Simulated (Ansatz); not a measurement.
Born–Oppenheimer molecular dynamics of H4LiO4Si (10 atoms, charge 1, multiplicity 1). It starts from a relaxed structure.

These are results of Ansatz 0.2.0, RKS B3LYP-D4/STO-3G, not measurements.

```
ensemble                      : NVE (velocity Verlet)
time step                     : 0.25 fs
steps asked                   : 400
starting velocities drawn for : 400 K
seed                          : 288269
```

Frames 1.25 fs apart, positions in Å, forces in eV/Å.

Velocities at 5.0 fs (Å/ps):

```
Li -6.51 -3.89 -4.08
O -2.19 -3.01 3.26
Si 1.40 3.10 -1.12
O 2.49 -1.98 -0.93
O -2.74 0.57 -0.59
O 0.46 -0.18 1.53
H 39.13 23.15 -0.45
H 7.54 18.40 20.54
H 2.82 -13.24 -17.04
H -12.28 -15.07 4.29
```

```xyz
10
Properties=species:S:1:pos:R:3:forces:R:3 time_fs=5.0 energy_less_start_eV=0.134 T=271
Li -0.607 1.020 -1.946 0.13 -0.25 0.21
O -1.054 1.044 -0.241 -0.26 0.80 -0.42
Si 0.034 -0.168 0.229 -0.69 -1.92 0.99
O 0.577 -0.162 -1.401 -0.10 0.24 0.30
O -0.825 -1.593 0.556 0.17 0.77 -0.59
O 1.139 0.174 1.431 -0.02 0.08 -0.12
H -1.542 1.571 0.459 0.00 -0.28 -0.06
H 1.346 -0.785 -1.536 0.11 -0.09 -0.54
H -0.470 -2.079 1.377 0.28 0.34 0.04
H 1.574 1.046 1.145 0.39 0.31 0.19
10
Properties=species:S:1:pos:R:3:forces:R:3 time_fs=6.2 energy_less_start_eV=0.197 T=209
Li -0.615 1.015 -1.951 0.17 -0.31 0.26
O -1.056 1.040 -0.238 -0.02 0.60 -0.83
Si 0.035 -0.165 0.228 -0.75 -2.17 1.09
O 0.580 -0.165 -1.402 -0.60 0.65 0.44
O -0.828 -1.592 0.555 0.13 1.00 -0.83
O 1.139 0.174 1.433 -0.48 -0.72 0.05
H -1.493 1.598 0.459 -0.28 0.00 0.30
H 1.357 -0.764 -1.515 0.60 -0.47 -0.69
H -0.464 -2.093 1.357 0.38 0.25 0.24
H 1.563 1.032 1.152 0.85 1.16 -0.03
10
Properties=species:S:1:pos:R:3:forces:R:3 time_fs=7.5 energy_less_start_eV=0.222 T=186
Li -0.623 1.009 -1.955 0.19 -0.34 0.30
O -1.059 1.037 -0.235 0.01 0.60 -0.93
Si 0.036 -0.162 0.227 -0.74 -2.27 1.10
O 0.582 -0.166 -1.402 -0.51 0.60 0.43
O -0.832 -1.590 0.554 0.14 1.06 -0.84
O 1.139 0.173 1.435 -0.43 -0.64 0.02
H -1.449 1.625 0.463 -0.35 0.07 0.36
H 1.377 -0.749 -1.504 0.49 -0.38 -0.70
H -0.453 -2.103 1.340 0.39 0.23 0.26
H 1.564 1.034 1.158 0.81 1.07 0.00
10
Properties=species:S:1:pos:R:3:forces:R:3 time_fs=8.8 energy_less_start_eV=0.212 T=195
Li -0.630 1.003 -1.959 0.20 -0.35 0.32
O -1.062 1.035 -0.232 -0.15 0.87 -0.65
Si 0.037 -0.161 0.227 -0.66 -2.23 1.03
O 0.584 -0.168 -1.403 0.07 0.22 0.30
O -0.835 -1.587 0.551 0.23 0.92 -0.62
O 1.139 0.171 1.437 0.07 0.25 -0.16
H -1.410 1.653 0.472 -0.22 -0.16 0.07
H 1.403 -0.740 -1.503 -0.13 0.04 -0.58
H -0.435 -2.110 1.326 0.29 0.31 0.09
H 1.576 1.051 1.164 0.30 0.14 0.22
10
Properties=species:S:1:pos:R:3:forces:R:3 time_fs=10.0 energy_less_start_eV=0.228 T=180
Li -0.637 0.995 -1.962 0.21 -0.35 0.33
O -1.065 1.034 -0.231 -0.28 1.19 -0.28
Si 0.038 -0.162 0.228 -0.54 -2.06 0.90
O 0.586 -0.169 -1.403 0.60 -0.09 0.16
O -0.838 -1.583 0.548 0.36 0.68 -0.32
O 1.139 0.170 1.438 0.58 1.11 -0.30
H -1.374 1.679 0.482 -0.09 -0.47 -0.31
H 1.428 -0.730 -1.511 -0.71 0.39 -0.44
H -0.414 -2.113 1.314 0.12 0.41 -0.13
H 1.593 1.070 1.174 -0.24 -0.80 0.40
10
Properties=species:S:1:pos:R:3:forces:R:3 time_fs=11.2 energy_less_start_eV=0.236 T=172
Li -0.643 0.987 -1.964 0.22 -0.35 0.34
O -1.068 1.033 -0.230 -0.25 1.27 -0.10
Si 0.038 -0.163 0.229 -0.38 -1.78 0.72
O 0.589 -0.170 -1.402 0.67 -0.09 0.07
O -0.840 -1.578 0.544 0.44 0.48 -0.09
O 1.139 0.170 1.440 0.77 1.39 -0.31
H -1.339 1.698 0.488 -0.09 -0.59 -0.48
H 1.443 -0.714 -1.526 -0.85 0.43 -0.32
H -0.391 -2.109 1.300 -0.02 0.41 -0.24
H 1.607 1.078 1.189 -0.50 -1.18 0.40
10
Properties=species:S:1:pos:R:3:forces:R:3 time_fs=12.5 energy_less_start_eV=0.205 T=202
Li -0.649 0.978 -1.966 0.22 -0.35 0.36
O -1.072 1.034 -0.228 -0.05 1.01 -0.22
Si 0.038 -0.165 0.231 -0.21 -1.40 0.53
O 0.592 -0.171 -1.402 0.20 0.24 0.09
O -0.842 -1.573 0.541 0.45 0.38 -0.02
O 1.140 0.171 1.441 0.53 0.94 -0.19
H -1.306 1.708 0.487 -0.21 -0.40 -0.32
H 1.445 -0.693 -1.545 -0.47 0.15 -0.28
H -0.368 -2.099 1.283 -0.09 0.27 -0.18
H 1.614 1.069 1.210 -0.38 -0.83 0.22
10
Properties=species:S:1:pos:R:3:forces:R:3 time_fs=13.8 energy_less_start_eV=0.189 T=217
Li -0.654 0.969 -1.966 0.22 -0.34 0.38
O -1.075 1.036 -0.227 0.23 0.49 -0.53
Si 0.037 -0.168 0.232 -0.01 -0.95 0.33
O 0.595 -0.171 -1.402 -0.54 0.71 0.19
O -0.844 -1.568 0.537 0.37 0.35 -0.05
O 1.142 0.173 1.442 -0.09 -0.10 -0.02
H -1.277 1.712 0.481 -0.37 0.00 0.05
H 1.441 -0.669 -1.569 0.19 -0.28 -0.29
H -0.346 -2.086 1.263 -0.08 0.02 0.01
H 1.615 1.048 1.234 0.08 0.11 -0.08
10
Properties=species:S:1:pos:R:3:forces:R:3 time_fs=15.0 energy_less_start_eV=0.219 T=189
Li -0.659 0.958 -1.966 0.21 -0.32 0.39
O -1.079 1.038 -0.227 0.45 0.03 -0.77
Si 0.037 -0.172 0.234 0.21 -0.44 0.13
O 0.598 -0.172 -1.401 -1.01 0.98 0.24
O -0.845 -1.562 0.533 0.27 0.29 -0.08
O 1.143 0.174 1.443 -0.74 -1.16 0.14
H -1.252 1.717 0.476 -0.48 0.33 0.35
H 1.440 -0.650 -1.597 0.58 -0.53 -0.25
H -0.325 -2.072 1.243 -0.06 -0.23 0.20
H 1.618 1.030 1.258 0.57 1.05 -0.34
10
Properties=species:S:1:pos:R:3:forces:R:3 time_fs=16.2 energy_less_start_eV=0.236 T=172
Li -0.664 0.947 -1.965 0.19 -0.28 0.38
O -1.081 1.041 -0.227 0.55 -0.08 -0.66
Si 0.037 -0.176 0.236 0.42 0.10 -0.07
O 0.600 -0.171 -1.400 -0.81 0.87 0.10
O -0.846 -1.556 0.530 0.22 0.09 0.02
O 1.144 0.175 1.444 -0.86 -1.36 0.17
H -1.235 1.726 0.476 -0.47 0.31 0.30
H 1.446 -0.638 -1.629 0.31 -0.41 -0.06
H -0.306 -2.062 1.226 -0.12 -0.37 0.25
H 1.629 1.025 1.276 0.58 1.14 -0.43
10
Properties=species:S:1:pos:R:3:forces:R:3 time_fs=17.5 energy_less_start_eV=0.241 T=167
Li -0.668 0.936 -1.963 0.15 -0.23 0.36
O -1.084 1.043 -0.228 0.56 0.12 -0.27
Si 0.037 -0.179 0.238 0.59 0.64 -0.27
O 0.601 -0.169 -1.399 -0.21 0.54 -0.18
O -0.847 -1.550 0.526 0.25 -0.26 0.26
O 1.144 0.175 1.446 -0.37 -0.61 0.11
H -1.225 1.739 0.480 -0.38 -0.02 -0.05
H 1.456 -0.631 -1.661 -0.33 -0.09 0.26
H -0.288 -2.056 1.212 -0.28 -0.38 0.14
H 1.647 1.037 1.288 0.03 0.29 -0.35
10
Properties=species:S:1:pos:R:3:forces:R:3 time_fs=18.8 energy_less_start_eV=0.280 T=129
Li -0.671 0.923 -1.961 0.11 -0.18 0.32
O -1.086 1.045 -0.229 0.57 0.33 0.11
Si 0.038 -0.183 0.240 0.71 1.12 -0.46
O 0.602 -0.167 -1.399 0.22 0.31 -0.42
O -0.848 -1.544 0.523 0.29 -0.64 0.52
O 1.143 0.174 1.447 0.24 0.28 0.07
H -1.220 1.752 0.483 -0.29 -0.37 -0.39
H 1.462 -0.627 -1.689 -0.79 0.13 0.53
H -0.274 -2.057 1.201 -0.47 -0.30 -0.03
H 1.666 1.053 1.295 -0.59 -0.67 -0.25
```

Of the whole run (100 fs, mean temperature of the second half 165 K): The conserved energy stayed within 0.036 meV per atom of its start (net change 0.028 meV per atom), so the integration is sound. A run of 0.1 ps of so small a system gives no equilibrium averages. Limits of this set-up: minimal basis, the dipole of an ion depends on the origin.

The run took 9.2 min on 1 thread of Intel(R) Xeon(R) Platinum 8488C (Sapphire Rapids), on a shared host, peak memory 0.11 GiB.
